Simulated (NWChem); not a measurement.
System: C₂H₄BNO₂; SMILES C1OB(O)C=N1

Input file for NWChem:

```
start job
memory heap 200 mb stack 900 mb global 1100 mb
geometry units angstroms noautoz
  O      0.174246    -2.137485     0.000000
  B      0.090874    -0.780261     0.000000
  C      1.231275     0.307680     0.000000
  N      0.690858     1.488408     0.000000
  C     -0.741150     1.320798     0.000000
  O     -1.094227    -0.068000     0.000000
  H     -0.706591    -2.555858     0.000000
  H      2.333763     0.222706     0.000000
  H     -1.177047     1.812968    -0.898501
  H     -1.177047     1.812968     0.898501
end
basis spherical
  O library 6-31g*
  B library 6-31g*
  C library 6-31g*
  N library 6-31g*
  H library 6-31g*
end
dft
  xc hfexch
  iterations 150
  mulliken
end
task dft energy
```

NWChem printed, in part:

```
             Northwest Computational Chemistry Package (NWChem) 7.3.0
             --------------------------------------------------------

 CS  symmetry detected

                             Geometry "geometry" -> ""
                             -------------------------

 Output coordinates in angstroms (scale by  1.889725989 to convert to a.u.)

  No.       Tag          Charge          X              Y              Z
 ---- ---------------- ---------- -------------- -------------- --------------
    1 O                    8.0000     0.16406083    -2.13660190     0.00000000
    2 B                    5.0000     0.08507563    -0.77911554     0.00000000
    3 C                    6.0000     1.22898675     0.30513415     0.00000000
    4 N                    7.0000     0.69238853     1.48760254     0.00000000
    5 C                    6.0000    -0.74015369     1.32462147     0.00000000
    6 O                    8.0000    -1.09771725    -0.06302818     0.00000000
    7 H                    1.0000    -0.71812369    -2.55212597     0.00000000
    8 H                    1.0000     2.33119437     0.21659751     0.00000000
    9 H                    1.0000    -1.17445778     1.81819766    -0.89850100
   10 H                    1.0000    -1.17445778     1.81819766     0.89850100

 Effective nuclear repulsion energy (a.u.)     216.0184271768

      Symmetry information
      --------------------

 Group name             Cs
 Group number              2
 Group order               2
 No. of unique centers     9

  xc_inp: hfexch multiplicative factor not found.

                                 NWChem DFT Module
                                 -----------------

 Summary of "ao basis" -> "ao basis" (spherical)
 ------------------------------------------------------------------------------
       Tag                 Description            Shells   Functions and Types
 ---------------- ------------------------------  ------  ---------------------
 O                           6-31g*                  6       14   3s2p1d
 B                           6-31g*                  6       14   3s2p1d
 C                           6-31g*                  6       14   3s2p1d
 N                           6-31g*                  6       14   3s2p1d
 H                           6-31g*                  2        2   2s

      Symmetry analysis of basis
      --------------------------

        a'         66
        a"         26

            General Information
            -------------------
          SCF calculation type: DFT
          Wavefunction type:  closed shell.
          No. of atoms     :    10
          No. of electrons :    44
           Alpha electrons :    22
            Beta electrons :    22
          Charge           :     0
          Spin multiplicity:     1
          Use of symmetry is: on ; symmetry adaption is: on
          Maximum number of iterations: 150
          AO basis - number of functions:    92
                     number of shells:    44
          Convergence on energy requested:  1.00D-06
          Convergence on density requested:  1.00D-05
          Convergence on gradient requested:  5.00D-04

              XC Information
              --------------
                     Hartree-Fock (Exact) Exchange  1.000

      Superposition of Atomic Density Guess
      -------------------------------------

 Sum of atomic energies:        -305.64196966

      Non-variational initial energy
      ------------------------------

 Total energy =    -308.683827
 1-e energy   =    -844.569853
 2-e energy   =     319.867599
 HOMO         =      -0.306699
 LUMO         =      -0.039327

      Symmetry analysis of molecular orbitals - initial
      -------------------------------------------------

  Numbering of irreducible representations:

     1 a'          2 a"

  Orbital symmetries:

     1 a'          2 a'          3 a'          4 a'          5 a'
     6 a'          7 a'          8 a'          9 a'         10 a'
    11 a'         12 a'         13 a'         14 a'         15 a"
    16 a'         17 a"         18 a'         19 a'         20 a"
    21 a"         22 a'         23 a"         24 a'         25 a"
    26 a'         27 a'         28 a'         29 a"         30 a'
    31 a'         32 a'

     ---------------------------------------------
      Total Density - Mulliken Population Analysis
     ---------------------------------------------

    Atom       Charge   Shell Charges
 -----------   ------   -------------------------------------------------------
    1 O    8     8.87   2.00  0.93  3.11  0.89  1.93  0.01
    2 B    5     4.14   2.00  0.55  1.06  0.28  0.14  0.12
    3 C    6     6.02   2.00  0.73  1.78  0.60  0.87  0.05
    4 N    7     7.55   2.00  0.86  2.37  0.88  1.41  0.04
    5 C    6     5.79   2.00  0.69  1.69  0.54  0.80  0.07
    6 O    8     8.73   2.00  0.93  3.06  0.89  1.83  0.02
    7 H    1     0.46   0.35  0.11
    8 H    1     0.80   0.47  0.34
    9 H    1     0.81   0.47  0.34
   10 H    1     0.81   0.47  0.34

   convergence    iter        energy       DeltaE   RMS-Dens  Diis-err
 ---------------- ----- ----------------- --------- --------- ---------
 d= 0,ls=0.0,diis     1   -306.8979265266 -5.23D+02  6.95D-03  8.13D-01
 d= 0,ls=0.0,diis     2   -306.9831895001 -8.53D-02  2.57D-03  2.06D-01
 d= 0,ls=0.0,diis     3   -307.0034437250 -2.03D-02  1.07D-03  9.32D-03
 d= 0,ls=0.0,diis     4   -307.0050321176 -1.59D-03  2.55D-04  5.12D-04
 d= 0,ls=0.0,diis     5   -307.0051184851 -8.64D-05  1.02D-04  5.82D-05
  Resetting Diis
 d= 0,ls=0.0,diis     6   -307.0051363682 -1.79D-05  5.22D-05  1.87D-05
 d= 0,ls=0.0,diis     7   -307.0051409394 -4.57D-06  1.73D-05  2.44D-06
 d= 0,ls=0.0,diis     8   -307.0051417475 -8.08D-07  1.00D-05  8.15D-07
 d= 0,ls=0.0,diis     9   -307.0051420259 -2.78D-07  1.35D-05  2.90D-07
 d= 0,ls=0.0,diis    10   -307.0051421804 -1.54D-07  8.67D-07  6.69D-09

         Total DFT energy =     -307.005142180368
      One electron energy =     -847.873174017757
           Coulomb energy =      363.706050918450
    Exchange-Corr. energy =      -38.856446257834
 Nuclear repulsion energy =      216.018427176773

 Numeric. integr. density =        0.000000000000

                  Occupations of the irreducible representations
                  ----------------------------------------------

                     irrep           alpha         beta
                     --------     --------     --------
                     a'               18.0         18.0
                     a"                4.0          4.0

                       DFT Final Molecular Orbital Analysis
                       ------------------------------------

 Vector   20  Occ=2.000000D+00  E=-4.801555D-01  Symmetry=a"
              MO Center= -6.3D-01,  7.4D-02, -7.3D-16, r^2= 2.5D+00
   Bfn.  Coefficient  Atom+Function         Bfn.  Coefficient  Atom+Function
  ----- ------------  ---------------      ----- ------------  ---------------
    75      0.501012   6 O  pz               79      0.410988   6 O  pz
     5     -0.233089   1 O  pz                9     -0.195239   1 O  pz
    47     -0.178760   4 N  pz               61     -0.163609   5 C  pz
    51     -0.131512   4 N  pz               89      0.102792   9 H  s
    91     -0.102792  10 H  s                33     -0.101726   3 C  pz

 Vector   21  Occ=2.000000D+00  E=-4.297355D-01  Symmetry=a'
              MO Center=  7.6D-01,  1.0D+00, -1.1D-15, r^2= 2.1D+00
   Bfn.  Coefficient  Atom+Function         Bfn.  Coefficient  Atom+Function
  ----- ------------  ---------------      ----- ------------  ---------------
    46      0.400185   4 N  py               50      0.325612   4 N  py
    45      0.244812   4 N  px               48      0.229110   4 N  s
    32     -0.208075   3 C  py               49      0.184062   4 N  px
    59     -0.180247   5 C  px               17      0.161498   2 B  px
    31     -0.143865   3 C  px               44      0.129217   4 N  s

 Vector   22  Occ=2.000000D+00  E=-4.213989D-01  Symmetry=a"
              MO Center=  5.0D-01,  9.1D-01,  6.4D-16, r^2= 2.4D+00
   Bfn.  Coefficient  Atom+Function         Bfn.  Coefficient  Atom+Function
  ----- ------------  ---------------      ----- ------------  ---------------
    47      0.357383   4 N  pz               33      0.328326   3 C  pz
    51      0.285807   4 N  pz               37      0.257727   3 C  pz
    61     -0.190991   5 C  pz               90      0.159568   9 H  s
    92     -0.159568  10 H  s                89      0.133129   9 H  s
    91     -0.133129  10 H  s                 5     -0.123712   1 O  pz

 Vector   23  Occ=0.000000D+00  E= 1.104573D-01  Symmetry=a"
              MO Center=  5.9D-01,  4.1D-01,  1.1D-16, r^2= 2.8D+00
   Bfn.  Coefficient  Atom+Function         Bfn.  Coefficient  Atom+Function
  ----- ------------  ---------------      ----- ------------  ---------------
    51      0.493038   4 N  pz               37     -0.445166   3 C  pz
    47      0.358626   4 N  pz               23     -0.335683   2 B  pz
    33     -0.270604   3 C  pz               90      0.256563   9 H  s
    92     -0.256563  10 H  s                19     -0.223400   2 B  pz
     9      0.175502   1 O  pz               79      0.169044   6 O  pz

 Vector   24  Occ=0.000000D+00  E= 2.191800D-01  Symmetry=a'
              MO Center= -7.8D-01, -2.4D+00, -5.7D-16, r^2= 2.6D+00
   Bfn.  Coefficient  Atom+Function         Bfn.  Coefficient  Atom+Function
  ----- ------------  ---------------      ----- ------------  ---------------
    86      1.424782   7 H  s                 6     -1.027658   1 O  s
    20      0.583081   2 B  s                 7      0.496949   1 O  px
    34     -0.472298   3 C  s                76     -0.292571   6 O  s
    35      0.216727   3 C  px                3      0.213743   1 O  px
    64     -0.162684   5 C  py               48      0.156901   4 N  s

 Vector   25  Occ=0.000000D+00  E= 2.576717D-01  Symmetry=a'
              MO Center= -9.2D-01,  1.6D+00, -5.6D-16, r^2= 4.2D+00
   Bfn.  Coefficient  Atom+Function         Bfn.  Coefficient  Atom+Function
  ----- ------------  ---------------      ----- ------------  ---------------
    62      1.913249   5 C  s                90     -1.376564   9 H  s
    92     -1.376564  10 H  s                64      0.739370   5 C  py
    20     -0.640407   2 B  s                63     -0.496867   5 C  px
    88     -0.423518   8 H  s                34      0.381371   3 C  s
    76      0.355112   6 O  s                36     -0.278174   3 C  py

     ---------------------------------------------
      Total Density - Mulliken Population Analysis
     ---------------------------------------------

    Atom       Charge   Shell Charges
 -----------   ------   -------------------------------------------------------
    1 O    8     8.74   2.00  0.89  2.92  0.95  1.97  0.02
    2 B    5     4.20   2.00  0.51  1.31  0.11  0.11  0.16
    3 C    6     6.18   2.00  0.68  1.93  0.59  0.93  0.06
    4 N    7     7.42   2.00  0.81  2.30  0.91  1.36  0.05
    5 C    6     5.84   2.00  0.67  1.92  0.50  0.66  0.09
    6 O    8     8.66   2.00  0.89  2.90  0.96  1.89  0.03
    7 H    1     0.53   0.44  0.09
    8 H    1     0.79   0.52  0.28
    9 H    1     0.81   0.53  0.29
   10 H    1     0.81   0.53  0.29

     -------------------------------------------
      Total Density - Lowdin Population Analysis
     -------------------------------------------

    Atom       Charge   Shell Charges
 -----------   ------   -------------------------------------------------------
    1 O    8     8.32   1.99  0.82  2.77  0.66  2.04  0.03
    2 B    5     4.99   1.98  0.41  1.23  0.30  0.72  0.36
    3 C    6     6.09   1.99  0.54  1.77  0.43  1.25  0.11
    4 N    7     7.16   1.99  0.72  2.18  0.58  1.60  0.09
    5 C    6     5.99   1.99  0.53  1.75  0.40  1.14  0.18
    6 O    8     8.22   1.99  0.82  2.77  0.64  1.95  0.05
    7 H    1     0.64   0.43  0.21
    8 H    1     0.86   0.49  0.37
    9 H    1     0.87   0.51  0.36
   10 H    1     0.87   0.51  0.36

     Multipole analysis of the density
     ---------------------------------

     L   x y z        total         alpha         beta         nuclear
     -   - - -        -----         -----         ----         -------
     0   0 0 0     -0.000000    -22.000000    -22.000000     44.000000

     1   1 0 0     -0.464235     -0.232117     -0.232117     -0.000000
     1   0 1 0     -0.324686     -0.162343     -0.162343     -0.000000
     1   0 0 1      0.000000      0.000000      0.000000      0.000000

     2   2 0 0    -25.044470    -73.775776    -73.775776    122.507082
     2   1 1 0     -0.100304      1.624349      1.624349     -3.349002
     2   1 0 1     -0.000000     -0.000000     -0.000000      0.000000
     2   0 2 0    -26.198520   -154.757090   -154.757090    283.315660
     2   0 1 1      0.000000      0.000000      0.000000      0.000000
     2   0 0 2    -24.834943    -15.300406    -15.300406      5.765869
```

Level: Hartree-Fock/6-31G* (spherical d). Coordinates come from a PBE-D3(BJ)/def2-SVP optimisation.
